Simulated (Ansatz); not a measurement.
Input file for Ansatz (a first-principles code): R-CCSD(T)/aug-cc-pVDZ on C3H6O2 (a complex), monomers drawn apart or pushed together.

Ansatz 0.2 input:
```yaml
crystal:
  periodic: [false, false, false]
  atoms:
    - {symbol: O, position_ang: [0.37156839, 0.92968938, 0.38385986]}
    - {symbol: C, position_ang: [-0.01396512, -0.13057827, 0.11522625]}
    - {symbol: O, position_ang: [-0.39888459, -1.18956670, -0.15788720]}
    - {symbol: C, position_ang: [-0.20350628, -0.49682490, 6.23979787]}
    - {symbol: C, position_ang: [0.24403016, 0.86901539, 6.75222066]}
    - {symbol: H, position_ang: [-0.44134221, -1.17417929, 7.06230456]}
    - {symbol: H, position_ang: [0.57671597, -0.97444263, 5.64295953]}
    - {symbol: H, position_ang: [-1.09810242, -0.41671834, 5.61822472]}
    - {symbol: H, position_ang: [-0.53633428, 1.34094059, 7.35242936]}
    - {symbol: H, position_ang: [0.48145007, 1.54284560, 5.92747713]}
    - {symbol: H, position_ang: [1.13460687, 0.78379821, 7.37794276]}
basis:
  gaussian:
    orbitals: aug-cc-pVDZ
magnetization: {spin_polarized: false}
correlation: {method: ccsd_t, electrons: outside_noble_gas}
scf: {lower_state_search: off}
```

The log:

```
WARN ansatz: RAYON_NUM_THREADS=2 ignored (pool sized by the plan → 2); use --threads N
Functional definition: HF
these checks for a lower state are left out or cut short: stability, starts, cluster_reference, orbital_swaps, neighbouring_geometries, increment
integrals: 0.58 GiB planned
1656 factors; integrals over basis functions are off by at most 7.1e-4 eV
mean field: 0.68 GiB planned
mean field evaluation 1: about -7257.8741 eV, gradient 4.8e1 eV
mean field evaluation 2: about -7257.9383 eV, gradient 4.8e1 eV
mean field evaluation 4: about -7262.6702 eV, gradient 4.2e0 eV
mean field evaluation 8: about -7262.7238 eV, gradient 2.3e-1 eV
mean field -7262.72403713 eV, -266.9001855133 hartree, gradient 1.1e-6 eV, S^2 0.000000; 0 other end points of the search recorded, 0 dependent functions left out
5 core orbitals not correlated
reference -7262.72403713 eV, -266.9001855133 hartree; 15, 15 occupied and 149, 149 virtual orbitals, 1656 factors
second order -22.28049022 eV of doubles, -0.00000000 eV of singles
coupled cluster: 1.85 GiB planned
cycle   1  -22.34910529 eV  change   -6.9e-2 eV  update   1.3e-1
cycle   2  -22.99661899 eV  change   -6.5e-1 eV  update   4.1e-2
cycle   3  -23.17508068 eV  change   -1.8e-1 eV  update   1.9e-2
cycle   4  -23.16562855 eV  change    9.5e-3 eV  update   3.4e-3
cycle   5  -23.16591697 eV  change   -2.9e-4 eV  update   1.1e-3
cycle   6  -23.16619866 eV  change   -2.8e-4 eV  update   2.6e-4
cycle   7  -23.16596748 eV  change    2.3e-4 eV  update   8.5e-5
cycle   8  -23.16598474 eV  change   -1.7e-5 eV  update   2.2e-5
perturbative correction -0.83302528 eV, -0.0306131144 hartree
Total energy: -7286.72304715 eV, -267.7821328645 hartree
Checks for a lower state left out: stability, starts, cluster_reference, orbital_swaps, neighbouring_geometries, increment
```

Self-consistency was reached.

Cost: roughly 2.3 core-minutes.
